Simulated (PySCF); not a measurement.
# Correlation energy of Ni⁺ (nickel, charge +1)

[Ar] 3d8 4s1, 4s spin antiparallel (an excited configuration). Calculation: PySCF 2.14, in x2c-TZVPPall with one added diffuse shell each of s, p, d, f type (7s6p5d3f1g, 80 functions); scalar relativity by spin-free X2C-1e. Frozen: [Ne]; 17 electrons correlated.

MP2 pair energies summed by pair of shells (mhartree):

```tsv
pair	energy	share (%)
3d-3d	-254.60	41.3
3p-3d	-207.07	33.6
3p-3p	-52.64	8.5
3s-3d	-40.86	6.6
3s-3p	-25.97	4.2
3d-4s	-25.57	4.2
3p-4s	-5.11	0.8
3s-3s	-3.89	0.6
3s-4s	-0.44	0.1
```

Total MP2 correlation energy: -616.14 mhartree.

Same-spin part -201.21 and opposite-spin part -414.93 mhartree; SCS-MP2 scales them by 1/3 and 6/5 to -564.99 mhartree.

This basis was not built for core-valence correlation, so the inner-shell part is incomplete.
